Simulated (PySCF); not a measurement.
Species: C3H8Si.
SMILES with atom numbers: `[CH3:1][SiH:2]1[CH2:3][CH2:4]1` (hydrogens: H5, H6, H7 on C1; H8 on Si2; H9, H10 on C3; H11, H12 on C4)

The same species was optimised twice, with GFN2-xTB and with PBE0-D3(BJ)/def2-SVP (PySCF), and the same property calculations (PySCF, gas phase) were run on both structures.

| coordinate | GFN2-xTB | PBE0-D3(BJ)/def2-SVP | change |
| --- | --- | --- | --- |
| Si2–H8 (Å) | 1.456 | 1.487 | +0.031 |
| Si2–C4 (Å) | 1.883 | 1.859 | -0.024 |
| Si2–C3 (Å) | 1.883 | 1.859 | -0.024 |
| C1–Si2 (Å) | 1.890 | 1.869 | -0.021 |
| C3–H9 (Å) | 1.081 | 1.096 | +0.015 |
| C4–H12 (Å) | 1.081 | 1.096 | +0.015 |
| C4–H11 (Å) | 1.081 | 1.096 | +0.015 |
| C3–H10 (Å) | 1.081 | 1.096 | +0.015 |
| C1–H6 (Å) | 1.086 | 1.100 | +0.014 |
| C1–H7 (Å) | 1.086 | 1.101 | +0.015 |
| C1–H5 (Å) | 1.086 | 1.101 | +0.015 |
| C3–C4 (Å) | 1.541 | 1.544 | +0.003 |
| Si2–C4–H12 (°) | 120.7 | 118.9 | -1.8 |
| Si2–C1–H6 (°) | 111.2 | 109.6 | -1.6 |
| Si2–C3–H10 (°) | 120.7 | 119.5 | -1.2 |
| C3–C4–H11 (°) | 115.6 | 116.7 | +1.1 |
| C1–Si2–C3 (°) | 119.4 | 120.5 | +1.1 |
| C1–Si2–C4 (°) | 119.4 | 120.4 | +1.0 |
| Si2–C3–H9 (°) | 120.5 | 119.5 | -1.0 |
| H11–C4–H12 (°) | 111.1 | 112.0 | +0.9 |

Rotational constants: A = 11739, B = 3847, C = 3821 MHz (GFN2-xTB) against A = 11835, B = 3922, C = 3865 MHz (PBE0-D3(BJ)/def2-SVP). Point groups within 0.08 Å: Cs and Cs. Atoms that the bonding makes alike are paired by their places after alignment.

On the GFN2-xTB structure: lowest singlet, TDDFT (eV) 6.70 [wB97X-D/def2-SVPD]; lowest triplet, Tamm–Dancoff (eV) 5.40 [wB97X-D/def2-SVPD]; isotropic polarisability (au) 63.1 [wB97X-D/def2-SVPD]; HOMO (eV) -8.43 [wB97X-D/def2-SVPD]; LUMO (eV) 2.31 [wB97X-D/def2-SVPD]; dipole (D) 0.82 [wB97X-D/def2-SVPD]; HOMO (eV) -6.62 [PBE0/pcSseg-1]; LUMO (eV) 0.98 [PBE0/pcSseg-1]; dipole (D) 0.76 [PBE0/pcSseg-1]; GIAO shielding of C1 (ppm) 194.7 [PBE0/pcSseg-1]; GIAO shielding of Si2 (ppm) 474.0 [PBE0/pcSseg-1]; GIAO shielding of C3/C4 (mean) (ppm) 191.7 [PBE0/pcSseg-1].

Task: What do these properties become on the PBE0-D3(BJ)/def2-SVP structure?

Result: 
```tsv
property	level	on GFN2-xTB	on PBE0-D3(BJ)/def2-SVP	change
lowest singlet, TDDFT (eV)	wB97X-D/def2-SVPD	6.70	6.69	-0.01
lowest triplet, Tamm–Dancoff (eV)	wB97X-D/def2-SVPD	5.40	5.54	+0.14
isotropic polarisability (au)	wB97X-D/def2-SVPD	63.1	63.5	+0.4
HOMO (eV)	wB97X-D/def2-SVPD	-8.43	-8.45	-0.02
LUMO (eV)	wB97X-D/def2-SVPD	2.31	2.29	-0.02
dipole (D)	wB97X-D/def2-SVPD	0.82	0.88	+0.06
energy, GFN2-xTB geometry as zero (kcal/mol)	wB97X-D/def2-SVPD	0.0	-1.1	-1.1
HOMO (eV)	PBE0/pcSseg-1	-6.62	-6.63	-0.01
LUMO (eV)	PBE0/pcSseg-1	0.98	1.07	+0.09
dipole (D)	PBE0/pcSseg-1	0.76	0.82	+0.06
energy, GFN2-xTB geometry as zero (kcal/mol)	PBE0/pcSseg-1	0.0	-1.0	-1.0
GIAO shielding of C1 (ppm)	PBE0/pcSseg-1	194.7	192.3	-2.4
GIAO shielding of Si2 (ppm)	PBE0/pcSseg-1	474.0	467.6	-6.4
GIAO shielding of C3/C4 (mean) (ppm)	PBE0/pcSseg-1	191.7	191.1	-0.6
```

The heavy atoms differ by 0.016 Å rms after alignment (one structure mirrored). Among all bonds Si2–H8 changes most (+0.031 Å). Changes are differences of the printed values. Neither structure is proved a minimum here.

Note: wB97X-D ran without an empirical dispersion term, which enters the total energy and its gradient alone.
